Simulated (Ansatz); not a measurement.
`N[SiH]1N=C1Cl` + H₂O → `O[SiH]1N=C1Cl` + NH₃ at 500 K and 1 bar (formal hydrolysis of the Si–N bond).

Calculated with Ansatz (gas phase, PBE0-D4/def2-TZVP geometries, no zero-point term in ΔE). CCSD(T)/CBS adds triple-zeta CCSD(T) − MP2 to the extrapolated MP2 energy (def2 sets, frozen cores). This one scheme is used for every species. Each species was taken in one conformer, which may not be the lowest.

| species | CCSD(T)/CBS energy (Eh) | H − E (kJ/mol) | S (J/(mol·K)) |
| --- | --- | --- | --- |
| `N[SiH]1N=C1Cl` | -898.10187 | 161.2 | 388.9 |
| H₂O | -76.37941 | 73.2 | 206.3 |
| `O[SiH]1N=C1Cl` | -917.98521 | 127.1 | 373.6 |
| NH₃ | -56.50880 | 108.2 | 211.8 |

H − E and S are ideal-gas, rigid-rotor, harmonic terms from PBE0-D4/def2-TZVP, for one conformer and one mirror image of each species. 1 Eh = 2625.50 kJ/mol, R = 8.31446 J/(mol·K).

Task: By hand: ΔE, ΔH, ΔS and ΔG.

Result: ΔE = (-917.98521) + (-56.50880) − (-898.10187) − (-76.37941) = -0.01273 Eh = -33.4 kJ/mol. Δ(H − E) = 127.1 + 108.2 − 161.2 − 73.2 = 0.9, so ΔH = -32.5 kJ/mol. ΔS = 373.6 + 211.8 − 388.9 − 206.3 = -9.8 J/(mol·K). ΔG = -32.5 − 500 × (-9.8)/1000 = -27.6 kJ/mol.

Task: By hand: the equilibrium constant, and the temperature at which ΔG would vanish if ΔH and ΔS stayed fixed.

Result: log₁₀ K = −ΔG/(RT ln 10) = 2.9. ΔG = 0 at ΔH/ΔS = 3316 K, far beyond where these terms or the molecules hold.

The number of gas molecules stays the same, so ΔS is small and ΔH decides. A doubt of 5 kJ/mol in ΔE shifts log₁₀ K by 0.5 here. Other conformers and mirror images would add mixing entropy, several J/(mol·K) or more a flexible species. These are equilibria of isolated gas molecules and say nothing of rates. Largest T1 diagnostic: 0.014 (customary marks: 0.02 for closed shells, 0.045 for open ones).
